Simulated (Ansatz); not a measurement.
Input for Ansatz (a quantum-chemistry and plane-wave program): R-wB97X-V/def2-TZVPP on SO2 (SMILES O=S=O).

Ansatz 0.2 input:
```yaml
crystal:
  periodic: [false, false, false]
  atoms:
    - {symbol: O, position_ang: [-1.22818310, 0.29198459, -0.00000000]}
    - {symbol: S, position_ang: [-0.01904768, -0.48729362, 0.00000000]}
    - {symbol: O, position_ang: [1.24713078, 0.19540903, -0.00000000]}
basis:
  gaussian:
    orbitals: def2-TZVPP
hamiltonian:
  xc: {name: wB97X-V}
scf: {lower_state_search: off}
```

It printed:

```
WARN ansatz: RAYON_NUM_THREADS=1 ignored (pool sized by the plan → 1); use --threads N
Functional definition: wB97X-V
these checks for a lower state are left out or cut short: stability, starts, cluster_reference, orbital_swaps, neighbouring_geometries, increment
integrals: 0.04 GiB planned
593 factors; their error is unknown
integrals: 0.07 GiB planned
98 factors; integrals over basis functions are off by at most 1.5e-5 eV
mean field: 0.35 GiB planned
mean field evaluation 1: about -14922.1814 eV, gradient 5.9e1 eV
mean field evaluation 2: about -14918.0616 eV, gradient 8.0e1 eV
mean field evaluation 4: about -14927.9052 eV, gradient 5.4e-1 eV
mean field evaluation 8: about -14927.9201 eV, gradient 1.2e-1 eV
mean field evaluation 16: about -14927.9201 eV, gradient 7.8e-6 eV
mean field -14927.92010983 eV, -548.5909455284 hartree, gradient 1.9e-6 eV, S^2 0.000000; 0 other end points of the search recorded, 0 dependent functions left out
reference -14927.92010882 eV, -548.5909454916 hartree; 16, 16 occupied and 88, 88 virtual orbitals, 593 factors
Total energy: -14927.92010882 eV, -548.5909454916 hartree
Checks for a lower state left out: stability, starts, cluster_reference, orbital_swaps, neighbouring_geometries, increment
```

The calculation finished and met its thresholds.

Cost: around 2.2 core-seconds (rough).
